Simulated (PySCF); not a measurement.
Compound: C5H12NPSi.
Atom-mapped SMILES: `[SiH3:1]/[CH:2]=[P:3]\[N:4]1[CH2:5][CH2:6][CH2:7][CH2:8]1`

Probes without a nucleus sit at each ring's centroid and 1 Å off its mean plane on both sides; NICS is minus the shielding there, NICSzz its component along the normal. Level: GIAO PBE0/pcSseg-1 (PySCF, non-relativistic, gas phase) on the GFN2-xTB geometry, one conformer.

Ring bond lengths (Å), with Mayer bond orders in brackets: N4–C5 1.448 (0.89), C5–C6 1.544 (1.02), C6–C7 1.534 (1.04), C7–C8 1.527 (1.02), C8–N4 1.450 (0.94).

Q: Give the NICS values of each ring in ppm.

A: 
```csv
ring,type,NICS(0),"NICS(1), two faces","NICS(1)zz, two faces",rms pucker (Å),"centre to ring atoms, mean (Å)"
N4–C5–C6–C7–C8,5-membered ring with N; formal bonds all single,-7.2,-3.1 / -4.8,-5.1 / -5.4,0.16,1.26
```

Q: What do they say, and how far can they be read as aromaticity?

A: 
- N4–C5–C6–C7–C8: mean NICS(1)zz -5.2 ppm, shielded. C5, C6, C7, C8 have four or more neighbours; no verdict on aromaticity is drawn.

Q: At the first NICS(1) probe listed for ring N4–C5–C6–C7–C8, 1 Å off the ring, how large is the induced field along the normal in 11.7 T applied along it?

A: NICSzz × B0 = -5.1 ppm × 11.7 T = -60 μT, against the applied field.

Q: Give the inner angles of the rings and the Hirshfeld charges of the ring atoms.

A: 
- N4–C5–C6–C7–C8: N4 107.3° (-0.108 e), C5 106.1° (-0.019 e), C6 105.0° (-0.068 e), C7 102.8° (-0.073 e), C8 103.9° (-0.027 e); sum 525.1° against 540° for a flat convex ring.

Q: What are the shieldings of the ring atoms and their hydrogens in the same run (means over atoms taken as equivalent)?

A: 
```json
{"atoms": "N4", "environment": "nitrogen bonded to 2 C and P", "σ isotropic (ppm)": "127.4", "principal values of the symmetric part, first atom (ppm)": "28.8, 147.0, 206.3"}
{"atoms": "C5 (×2)", "environment": "sp3 carbon bound to nitrogen", "σ isotropic (ppm)": "131.6", "principal values of the symmetric part, first atom (ppm)": "100.6, 132.5, 166.9"}
{"atoms": "C6 (×2)", "environment": "ring CH2 carbon", "σ isotropic (ppm)": "158.9", "principal values of the symmetric part, first atom (ppm)": "129.3, 173.6, 176.1"}
{"atoms": "H on C5 (×4)", "environment": "methylene hydrogen", "σ isotropic (ppm)": "28.09", "principal values of the symmetric part, first atom (ppm)": "21.7, 28.3, 32.9"}
{"atoms": "H on C6 (×4)", "environment": "methylene hydrogen", "σ isotropic (ppm)": "29.98", "principal values of the symmetric part, first atom (ppm)": "24.8, 27.7, 36.7"}
```
